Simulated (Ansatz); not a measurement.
CH6ClGeNO can be A, `C[O][GeH]([NH2])[Cl]`, or B, `C[NH][GeH]([OH])[Cl]`.

Program: Ansatz. Geometries: PBE0-D4/def2-TZVP. ΔE: electronic, gas phase. CCSD(T)/CBS adds triple-zeta CCSD(T) − MP2 to the extrapolated MP2 energy (def2 sets, frozen cores). DFT in def2-TZVPP. For Ge outer-core shells are correlated without core-valence functions, which leaves a few kJ/mol of doubt a bond. Scalar relativity is left out up to krypton. Each species was taken in one conformer, which may not be the lowest.

(1) Which isomer does CCSD(T)/CBS put lower? Give the gap. (Estimate.)

(2) Give E(B) − E(A) in kcal/mol with CCSD(T)/def2-TZVPP, PBE0-D4, PBE-D4, B2PLYP, r2SCAN-D4, CCSD/def2-TZVPP, HF/def2-TZVPP. (Estimate.)

Largest T1 diagnostic: 0.011.

Results:

(1) The calculation gave: B, by 4.6 kcal/mol.

(2) The calculation gave: CCSD(T)/def2-TZVPP -4.2, PBE0-D4 -4.4, PBE-D4 -4.3, B2PLYP -3.8, r2SCAN-D4 -3.9, CCSD/def2-TZVPP -4.1, HF/def2-TZVPP -2.6. None reverses the order clearly.

In def2-TZVPP, CCSD(T) changes the Hartree–Fock value by −1.6 kcal/mol (the triples alone add −0.1 kcal/mol) and MP2 by −2.3 kcal/mol.
